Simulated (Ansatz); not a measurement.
BH3O2 (SMILES OBO) moved off its minimum; all values from Ansatz (a program for electronic structure), cores frozen in correlated methods.
(charge 0, multiplicity 1)
```xyz
6

B     -0.39795    -0.24700    -0.19976
H     -0.98407    -1.01127    -0.83664
O     -0.30574     0.90966    -0.59535
H      0.33897     1.49160    -0.20716
O      0.40075    -0.74462     0.67018
H      0.43604    -1.39287     0.90423
```

Question: Give the forces (eV/Å), the total energy and the dipole at CCSD(T)/cc-pVTZ.

Answer: 
```csv
atom,Fx,Fy,Fz
B1,-1.517,-6.563,-0.801
H2,-1.425,-0.589,-0.501
O3,-0.181,8.313,-2.935
H4,0.266,0.144,0.372
O5,1.216,36.067,-9.258
H6,1.641,-37.372,13.123
```
Energy -176.7816 hartree, dipole 1.38 D.
